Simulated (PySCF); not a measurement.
Ligand exchange on a metal centre used in film growth or etching (W Cl-F). Isolated molecules, 0 K electronic values unless said otherwise.

The LUMO from two functionals at the same geometries (r2SCAN-D4/def2-SVP), both in PySCF: PBE-D3(BJ)/def2-TZVP and TPSSh-D3(BJ)/def2-TZVP. 

```csv
species,TPSSh-D3(BJ)/def2-TZVP (eV)
0 of 6 Cl replaced by F,-5.59
1 of 6 Cl replaced by F ([W(Cl)5(F)]),-5.69
3 of 6 Cl replaced by F ([W(Cl)3(F)3]),-5.34
6 of 6 Cl replaced by F,-5.04
```

Task: What does PBE-D3(BJ)/def2-TZVP give for each?

Result: 
- 0 of 6 Cl replaced by F: -5.71
- 1 of 6 Cl replaced by F ([W(Cl)5(F)]): -5.81
- 3 of 6 Cl replaced by F ([W(Cl)3(F)3]): -5.50
- 6 of 6 Cl replaced by F: -5.25
Over these rows, drawn at random from the members with no instability flagged (it was tested for open shells, ions and some series alone), PBE minus TPSSh-D3(BJ): mean -0.15 eV, from -0.21 eV to -0.12 eV.
